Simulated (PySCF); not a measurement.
CH3Li, SMILES [Li][CH3], B3LYP/def2-SVP optimised geometry.

```
5

C     -0.77    -0.25     0.00
Li     1.21    -0.25     0.00
H     -1.21    -0.76     0.88
H     -1.21     0.76     0.00
H     -1.21    -0.76    -0.88
```

Density from PySCF with B3LYP/def2-TZVP at that geometry.

Minimum of the electron density along straight lines between bonded atoms, close to the bond critical point (lines longer than 1.1 times the sum of covalent radii, or with two minima, are not listed):

| bond | length / Å | ρ at the minimum / e bohr⁻³ | ∇²ρ there / e bohr⁻⁵ | position (fraction from the first atom) |
|---|---|---|---|---|
| C1–Li2 | 1.974 | [?] | [?] | 0.64 |
| C1–H3 | 1.110 | 0.257 | -0.80 | 0.63 |
| C1–H4 | 1.110 | 0.257 | -0.80 | 0.63 |
| C1–H5 | 1.110 | 0.257 | -0.80 | 0.63 |

Q: Fill in the missing entries.

A: 
- C1–Li2, ρ at the minimum / e bohr⁻³: 0.044
- C1–Li2, ∇²ρ there / e bohr⁻⁵: 0.20
